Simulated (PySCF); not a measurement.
**One molecule, many functionals**

Compound: GeH4S.
SMILES: `[SH][GeH3]`

Linear-response calculations in the def2-SVPD basis (PySCF; singlets by full response, triplets Tamm–Dancoff, core orbitals frozen in the response; HF means time-dependent Hartree–Fock). 'Strongest' is the level of largest summed f among the singlets computed (10 roots, of which the last may lack a degenerate partner); it can jump between rows when another state enters that window. S1 is the lowest singlet of each run and needn't be the same state throughout; f(S1) is that of one state. Isolated species at its PBE0-D3(BJ)/def2-SVP geometry, gas phase. Relativistic effects, spin–orbit coupling among them, are left out although an element past zinc is present.

```
functional                               kind  S1 (eV)  f(S1)  strongest (eV)  T1 (eV)  HOMO (eV)  gap (eV)  ionisation energy, ΔSCF (eV)
       PBE                                GGA     5.14  0.015            7.42     4.73      -6.14      4.96                          9.52
     B3LYP  global hybrid, 20% exact exchange     5.39  0.017            7.78     4.98      -7.11      6.47                          9.66
      PBE0  global hybrid, 25% exact exchange     5.58  0.018            8.00     5.13      -7.36      7.00                          9.65
 CAM-B3LYP             range-separated hybrid     5.67  0.015            8.11     5.23      -8.66      9.11                          9.71
   wB97X-D             range-separated hybrid     5.78  0.016            8.25     5.38      -9.20     10.45                          9.76
   LC-wPBE             range-separated hybrid     6.00  0.010            8.61     5.51     -10.07     11.56                          9.78
```

Task: What does BHandHLYP (global hybrid, 50% exact exchange) give?

Result: S1 (eV) 5.84, f(S1) 0.014, strongest (eV) 8.31, T1 (eV) 5.40, HOMO (eV) -8.43, gap (eV) 8.77, ionisation energy, ΔSCF (eV) 9.59. S1 runs from 5.14 eV (PBE) to 6.00 eV (LC-wPBE), a spread of 0.86 eV, while the orbital gap spreads over 6.6 eV. Along PBE (0%), B3LYP (20%), PBE0 (25%), BHandHLYP (50%) S1 rises with the share of exact exchange. −ε(HOMO) comes closest to its own ΔSCF ionisation energy with LC-wPBE (+0.29 eV) and misses most with PBE (-3.38 eV).

Without π bonds the low states are Rydberg-like; a valence basis with one diffuse set may place them up to an eV too high.
